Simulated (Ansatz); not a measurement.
The cluster Mg4H8⁺. The state is a doublet with charge 1. Geometry r2SCAN-D4/def2-SVP, that of the neutral singlet; atoms count from 1.

```tsv
atom	x (Å)	y (Å)	z (Å)
Mg1	-1.0044	-1.9349	-0.1419
Mg2	1.8927	1.0295	0.3611
Mg3	-0.3631	0.6146	-1.5463
Mg4	-0.9433	0.7135	1.2244
H5	0.5601	1.5939	1.6931
H6	-1.4692	1.4969	-0.3620
H7	0.3592	-0.3669	0.0881
H8	-0.7847	-3.6251	-0.0392
H9	3.5499	0.8184	0.7190
H10	1.2152	1.4812	-1.4291
H11	-1.8329	-0.8550	1.2767
H12	-1.1796	-0.9660	-1.8439
```

The structure comes from a short search, and lower isomers may exist.

Estimate the Mulliken populations from the PBE0/def2-TZVP orbitals of Ansatz.


```
atom  charge (e)  spin (α − β)
 Mg1        0.73          0.03
 Mg2        0.73          0.03
 Mg3        0.71          0.01
 Mg4        0.71          0.01
  H5       -0.26          0.04
  H6       -0.21          0.08
  H7       -0.54          0.01
  H8       -0.04          0.33
  H9       -0.04          0.34
 H10       -0.26          0.04
 H11       -0.26          0.04
 H12       -0.26          0.04
```
Mulliken values and Mayer orders depend strongly on the basis.

Where does the spin sit?

Summed by element: Mg 0.07, H 0.93, of 1 unpaired in all. Largest on single atoms: H9 0.34, H8 0.33, H6 0.08.
